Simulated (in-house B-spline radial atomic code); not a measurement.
Values are calculated unless marked as measured or tabulated.
# Making a Troullier-Martins d channel for Rh, r_c = 0.99 bohr

Rh, [Kr] 4d8 5s1, non-relativistic LDA (VWN5), spherical and spin-unpolarised, from a B-spline radial code for spherical atoms (atomic units). The all-electron 4d level is ε = -0.239422 hartree, its outermost node lies just inside 0.47 bohr and its outer maximum at 1.13 bohr.

Inside r_c the pseudo-orbital is u(r) = r^3 exp(p(r)), with p = c0 + c2 r² + c4 r⁴ + … + c12 r¹². The seven coefficients follow from p and its first four derivatives at r_c, from zero curvature of the screened potential at the origin, c4 = −c2²/(2l + 5), and from the norm inside r_c. At r_c the all-electron orbital has P = 0.8178128, P' = 0.3786856, the screened potential V = -5.258114, V' = 12.88284, V'' = -39.33939, and the norm inside is Q = 0.2080987.

(1) What are p, p' and p'' at r_c?

For a trial c2 the five matching conditions are linear in c0, c6, c8, c10 and c12, and c2 is varied until the norm inside r_c equals Q. The root nearest zero gives:

```tsv
n	c_n
0	1.757138
2	-3.020043
4	-1.013407
6	8.769371
8	-12.68956
10	7.790556
12	-1.790751
```

(2) Check c4 and p(r_c), and find the screened pseudopotential at the origin.

Orbitals and screened potentials:

```json
{"r (bohr)": "0.099", "P": "-0.1757", "u": "0.005459", "V all-electron": "-305.2", "V pseudo": "-21.35"}
{"r (bohr)": "0.248", "P": "-0.4153", "u": "0.07327", "V all-electron": "-78.5", "V pseudo": "-20.4"}
{"r (bohr)": "0.396", "P": "-0.1731", "u": "0.2246", "V all-electron": "-34.76", "V pseudo": "-16.76"}
{"r (bohr)": "0.544", "P": "0.2073", "u": "0.4044", "V all-electron": "-19.13", "V pseudo": "-11.18"}
{"r (bohr)": "0.693", "P": "0.5228", "u": "0.5748", "V all-electron": "-11.72", "V pseudo": "-7.127"}
{"r (bohr)": "0.842", "P": "0.7214", "u": "0.7246", "V all-electron": "-7.684", "V pseudo": "-6.298"}
{"r (bohr)": "0.99", "P": "0.8178", "u": "0.8178", "V all-electron": "-5.258", "V pseudo": "-5.258"}
```

Logarithmic derivatives P'/P at R = 1.29 bohr, for energies E around ε:

```
E − ε (hartree)  all-electron     pseudo
           -0.5      0.275689   0.274352
          -0.25     0.0172491  0.0168534
           -0.1     -0.152177  -0.152247
              0     -0.272026  -0.272026
            0.1     -0.398006  -0.398088
           0.25     -0.599813  -0.600388
            0.5     -0.976639  -0.979481
```

(3) With P(R) = 0.8249407 and a norm of 0.4179133 inside R, what slope in energy does norm conservation fix?

## Answers

(1) p = ln(P/r_c^3) = ln(0.8178128/0.970299) = -0.17097. p' = P'/P − 3/r_c = 0.46305 − 3.03030 = -2.56726. The radial equation gives p'' = 2(V − ε) − 2(3) p'/r_c − p'² = -10.03738 − (-15.55913) − 6.59080 = -1.06906. Differentiating, p''' = 2V' + 2(3)p'/r_c² − 2(3)p''/r_c − 2p'p'' = 11.039, and p'''' = 2V'' − 4(3)p'/r_c³ + 4(3)p''/r_c² − 2(3)p'''/r_c − 2p''² − 2p'p''' = -72.527.

(2) −c2²/9 = -1.01341, as listed. The terms c_n r_c^n are 1.75714, -2.95994, -0.97347, 8.25619, -11.70922, 7.04564, -1.58729, which sum to -0.17097. Inverting the radial equation, V_l(r) = ε + 3 p'/r + (p'' + p'²)/2, so V_l(0) = ε + (2l + 3) c2 = -0.239422 + 7 × (-3.02004) = -21.3797 hartree, finite where the all-electron potential diverges.

(3) d(P'/P)/dE = −2 × (norm inside R)/P(R)² = -1.2282 per hartree·bohr at E = ε, for both atoms, since orbital and norm agree at R. Differences over ±0.1 hartree give -1.2291 (all-electron) and -1.2292 (pseudo), which also hold third-order terms. Half a hartree below ε the two curves differ by -0.0013.
